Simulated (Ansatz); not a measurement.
The cluster B₅⁻ (the lowest singlet isomer of a short search) was relaxed with r2SCAN-D4 (def2-SVPD) in Ansatz in these states: charge -1 quintet, charge -1 triplet. The geometries follow in no particular order.

A:

```xyz
5

B    -0.0525    0.3431   -1.1237
B     0.5992   -1.0245    1.1839
B    -0.9980    1.3018   -0.3458
B     0.7543   -0.8312   -0.3512
B    -0.3030    0.2108    0.6368
```

B:

Cartesian coordinates in Å:
```
B -0.517 -0.101 0.969
B 1.204 0.711 -1.081
B -1.357 -1.192 0.253
B 0.696 0.850 0.460
B -0.026 -0.269 -0.602
```

**Question.** Judge from the bond lengths which geometry belongs to which state (an estimate).

**Answer.** A is the charge -1 triplet (B3–B5 1.625 Å, B1–B5 1.783 Å, B4–B5 1.783 Å); B is the charge -1 quintet (B3–B5 1.832 Å, B1–B5 1.654 Å, B4–B5 1.703 Å).

At r2SCAN-D4/def2-SVPD the charge -1 triplet is spin-contaminated (final ⟨S²⟩ up to 2.30, 2.00 for a pure state). At r2SCAN-D4/def2-SVPD the highest occupied level of the charge -1 triplet lies above zero (up to 0.33 eV). It is a level of α spin, whose loss leaves a doublet; that state wasn't run at this geometry and level. The electron is either unbound and held by the finite basis, or the level is raised by self-interaction error. At r2SCAN-D4/def2-SVPD the highest occupied level of the charge -1 quintet lies above zero (up to 0.06 eV). It is a level of α spin, whose loss leaves a quartet; that state wasn't run at this geometry and level. The electron is either unbound and held by the finite basis, or the level is raised by self-interaction error. At PBE0-D4/def2-TZVPD a broken-symmetry singlet lies 0.10 eV below the charge -1 triplet. At PBE0-D4/def2-TZVPD a broken-symmetry singlet lies 1.55 eV below the charge -1 quintet. These are the stationary points nearest to one start from a short search; other shapes may lie lower in each state.
